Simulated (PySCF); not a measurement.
From computed data to an observable: oscillator strength and radiative lifetime

BClH₄OSi, SMILES ClBO[SiH3].

The structure is a stationary point at r2SCAN-D4/def2-SVP. One conformer was computed; it need not be the lowest.

TDA-ωB97X/def2-SVPD (PySCF) puts the first singlet state with f over 0.02 at 8.19 eV (vertical), with the transition dipole (0.226, -0.567, 0.000) in atomic units.

Find the oscillator strength, the wavelength and the radiative lifetime that this transition would have in vacuum if emission retraced absorption.


|μ|² = 0.3726 au, so |μ| = 1.55 D. ΔE = 8.19/27.211 = 0.3010 hartree. f = (2/3) ΔE |μ|² = 0.075 (the program prints 0.075).
λ = 1239.84/8.19 = 151 nm; ν = 66057 cm⁻¹.
Einstein's coefficient A = 0.6670 ν² f s⁻¹ (ν in cm⁻¹) = 2.2e8 s⁻¹, so τ = 1/A = 4.6 ns. This state is S3; the lower singlets have f = 0.005, 0.000. The figure is the radiative limit of this one transition; relaxation, internal conversion, crossing to triplets and a medium change what is measured.
